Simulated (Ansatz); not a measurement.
Consider the redistribution: `C[SiH](N)[SiH2]O` + `NC(O)O[SiH3]` → `C[SiH](N)[SiH2]N` + `OC(O)O[SiH3]`.

Program: Ansatz. Geometries: PBE0-D4/def2-TZVP. ΔE: electronic, gas phase. CBS: MP2 limit from def2 TZ/QZ plus the TZ coupled-cluster correction, frozen cores. DFT in def2-TZVPP. Each species was taken in one conformer, which may not be the lowest.

Task: Is it downhill or uphill in electronic energy at CCSD(T)/CBS, and by how much? (An estimate is asked.)

Result: Ansatz gave: Uphill: ΔE = +0.39 eV.

Task: What do these levels give: r2SCAN-D4, PBE, HF/def2-TZVPP, HF/def2-QZVPP, HF/CBS(def2), CCSD/CBS(def2)? (Estimate.)

Result: Ansatz gave: r2SCAN-D4 0.38, PBE 0.37, HF/def2-TZVPP 0.36, HF/def2-QZVPP 0.36, HF/CBS(def2) 0.36, CCSD/CBS(def2) 0.39 eV.

Largest T1 diagnostic among the species: 0.012.
